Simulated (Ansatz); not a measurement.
`[NH2][AlH][SiH2]S` + `[SnH4]` → `S[SiH2][SnH3]` + `[NH2][AlH2]`  (formal exchange of groups at the Si–Al bond)

Calculated with Ansatz (gas phase, PBE0-D4/def2-TZVP geometries, no zero-point term in ΔE). CCSD(T)/CBS is the MP2 limit (def2-TZVPP, def2-QZVPP) plus CCSD(T) − MP2 in def2-TZVPP, frozen cores. This one scheme is used for every species. DFT in def2-TZVPP. B3LYP here is the variant with VWN-RPA as its local correlation; programs differ in this. def2 core potentials past Kr. For Sn outer-core shells are correlated without core-valence functions, which leaves a few kJ/mol of doubt a bond. One conformer a species, not always the lowest.

`[NH2][AlH][SiH2]S`:

Z-matrix (Å, degrees):
```
Si
Al 1 2.448
S 1 2.162 2 107.2
H 1 1.493 2 115.2 3 123.3
H 1 1.490 2 113.7 3 -113.3
N 2 1.766 1 119.8 3 128.8
H 2 1.587 1 122.0 3 -48.3
H 3 1.344 1 95.3 2 46.3
H 6 1.007 2 124.9 1 1.7
H 6 1.008 2 124.9 1 -176.9
```

`[SnH4]`:

Cartesian coordinates in Å:
```
Sn 0.000 0.000 0.000
H 0.546 0.340 -1.578
H -0.465 -1.636 0.100
H -1.335 0.993 0.365
H 1.254 0.303 1.112
```

`S[SiH2][SnH3]`:

```xyz
9

S     0.641    1.907   -1.522
Si   -0.245   -0.011   -1.156
Sn    0.144   -0.757    1.265
H     0.014    2.522   -0.505
H    -1.699   -0.009   -1.477
H     0.445   -0.916   -2.111
H    -0.390    0.476    2.322
H    -0.714   -2.188    1.637
H     1.804   -1.025    1.547
```

`[NH2][AlH2]`:

Cartesian coordinates in Å:
```
N 0.279 -0.134 -0.885
Al -0.247 0.119 0.782
H 1.188 0.108 -1.245
H -0.286 -0.542 -1.612
H 0.781 0.776 1.791
H -1.716 -0.326 1.170
```

| level | ΔE (kJ/mol) | difference from CCSD(T)/CBS |
| --- | --- | --- |
| revPBE-D4 | -15.8 | 9.1 |
| B2PLYP | -21.2 | 3.7 |
| PBE-QIDH | -19.6 | 5.3 |
| B3LYP | -19.3 | 5.6 |
| BHLYP | -20.2 | 4.7 |
| LC-ωPBE | -15.8 | 9.1 |
| CCSD/def2-SVP | -18.0 | 6.9 |
| MP2/def2-TZVPP | -25.6 | -0.7 |
| HF/def2-QZVPP | -20.5 | 4.4 |
| SCS-MP2/def2-QZVPP | -27.3 | -2.4 |
| CCSD(T)/CBS | -24.9 | 0 |

Largest T1 diagnostic among the species: 0.013.

At CCSD(T), def2-SVP lies +7.3 kJ/mol from the extrapolated value and def2-TZVPP +7.5 kJ/mol. Leaving LDA and LC-ωPBE aside and taking each functional with its dispersion term where it has one, the values, not all of them listed here, spread over 7.6 kJ/mol, from ωB97M-V to PBE-D4.
